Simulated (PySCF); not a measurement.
# What a mistake does to a calculation on B2H3 cation

Calculated results; nothing here was measured. They come from PySCF 2.14.0, an open-source quantum chemistry program, on an isolated molecule that a program drew, which may never have been made. The molecule is B2H3 cation (charge +1, singlet), drawn as the SMILES string `[BH+]B`.

Each row is a Hartree-Fock (HF) and frozen-core CCSD(T) single point in the cc-pVDZ basis, meant for a local HF minimum. Run 1 is clean. Each other run has one planted mistake out of seven kinds, and not every kind appears here: one electron removed, one electron added, multiplicity raised by two, geometry at a saddle point, minimal basis STO-3G, one bond length entered in bohr, all coordinates scaled. The reference is restricted for singlets and unrestricted otherwise, and also for a bond in bohr. Adding or removing an electron swaps singlet and doublet. Electrons count all cores. HOMO and LUMO are orbital energies over both spins, the gradient is its largest component, and the lowest frequency (negative if imaginary) is given only where the gradient is small. Bond lengths are over the 4 bonds as drawn. T1 is the CCSD diagnostic: over 0.02 (restricted) or 0.045 (unrestricted) a single reference is doubtful.

Geometry of the clean run:
```xyz
5
B2H3 cation, angstrom
B    -2.5661   -0.1373    0.4694
B    -2.8585   -0.1126    2.1756
H    -2.3668   -0.1541   -0.6932
H    -2.6198   -1.1057    2.7825
H    -3.2809    0.8961    2.6402
```

```
run  electrons  basis functions  <S^2>  HOMO (eV)  LUMO (eV)  gradient (hartree/bohr)  lowest frequency (cm^-1)  mean bond (Å)  longest bond (Å)      T1  HF (hartree)  CCSD(T) (hartree)                          mistake
  1         12               43  0.000     -20.19      -6.90                  1.1e-05                       484         1.3218             1.731  0.0116     -50.73571          -50.89877                         no fault
  2         13               43  0.758      -8.37       1.36                  5.9e-02                         -         1.3218             1.731  0.0207     -51.01469          -51.19999               one electron added
  3         11               43  0.766     -28.29     -17.84                  1.1e-01                         -         1.3218             1.731  0.0820     -50.03878          -50.17015             one electron removed
  4         12               43  0.731     -16.70      -7.02                  1.8e-02                         -         1.5861             2.245  0.0893     -50.61472          -50.77706  one bond length entered in bohr
  5         12               43  2.008     -17.14      -9.51                  4.2e-02                         -         1.3218             1.731  0.0351     -50.61614          -50.77459                                ?
```

**Which mistake was planted in run 5, and what did it cost?**

Electrons, basis and geometry are unchanged, and <S^2> is 2.008, beside S(S+1) = 2.00 for a multiplicity of 3. So the mistake is: multiplicity raised by two. Subtracting run 1 and multiplying by 627.51 kcal/mol a hartree, the energy moved by 75.0 kcal/mol in HF and 77.9 kcal/mol in CCSD(T).

Cautions from the logs. Run 3: T1 is over the limit, so its CCSD(T) energy is less reliable; run 4: T1 is over the limit, so its CCSD(T) energy is less reliable.
